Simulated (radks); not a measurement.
The numbers below are computed, except where a source is named.
Isoelectronic series with 5 electrons, all held in the configuration [He] 2s2 2p1, which need not be the ground one along the series. Level of theory: scalar-relativistic Kohn-Sham, PBE, spin-unpolarised, spherical densities, point nucleus (a radial shooting solver on a logarithmic mesh with Libxc functionals). Total energies (hartree) and mean radii <r> (bohr):

ion,E (hartree),2p,2s
B,-24.60320,2.301,1.952
Si9+,-239.10606,0.4327,0.4914
Cl12+,-360.67483,0.3426,0.3934
Ca15+,-507.54472,0.2835,0.3278
V18+,-679.93867,0.2418,0.2807
Fe21+,-878.12148,0.2107,0.2452
Cu24+,-1102.40167,0.1866,0.2175
Ge27+,-1353.13378,0.1673,0.1952
Br30+,-1630.72129,0.1516,0.1769
Sr33+,-1935.61984,0.1385,0.1616
Nb36+,-2268.34122,0.1274,0.1486
Ru39+,-2629.45793,0.1179,0.1374
Ag42+,-3019.60847,0.1097,0.1276
Sn45+,-3439.50360,0.1025,0.1190
I48+,-3889.93359,0.09610,0.1113
Ba51+,-4371.7767,0.09042,0.1045

Estimate the row of O3+.

Answer. E (hartree) -71.18412; 2p 0.9195; 2s 0.9771.
